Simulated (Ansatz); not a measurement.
A run for Ansatz (a first-principles code): R-RI-MP2/cc-pVQZ on C2H7Ga (SMILES C[CH2][GaH2]), a point of a torsion scan. Files ending in .json are basis or fitting sets from the Basis Set Exchange. The run froze 16 orbitals, filled d shells among them.

Ansatz 0.2 input:
```yaml
crystal:
  periodic: [false, false, false]
  atoms:
    - {symbol: C, position_ang: [-1.08494010, 0.49234878, 0.27561578]}
    - {symbol: C, position_ang: [-0.31398856, -0.68919634, -0.32904165]}
    - {symbol: Ga, position_ang: [1.65042017, -0.48600656, 0.18450040]}
    - {symbol: H, position_ang: [-2.11371562, 0.52626800, -0.08287771]}
    - {symbol: H, position_ang: [-0.59971622, 1.43622258, 0.00940026]}
    - {symbol: H, position_ang: [-1.10095268, 0.42440274, 1.36506660]}
    - {symbol: H, position_ang: [-0.44442237, -0.69169723, -1.41835198]}
    - {symbol: H, position_ang: [-0.72068583, -1.64123492, 0.03309765]}
    - {symbol: H, position_ang: [2.70598832, -1.65244570, 0.40671664]}
    - {symbol: H, position_ang: [2.24419226, 0.95538795, 0.48290037]}
basis:
  gaussian:
    orbitals: cc-pVQZ
    fitting: {mean_field: def2-universal-JKFIT, correlation: cc-pVQZ-RIFIT.json}
magnetization: {spin_polarized: false}
correlation: {method: mp2, electrons: outside_noble_gas}
scf: {lower_state_search: off}
```

Q: What total energy does the run end on?

A: -2003.5765 hartree.
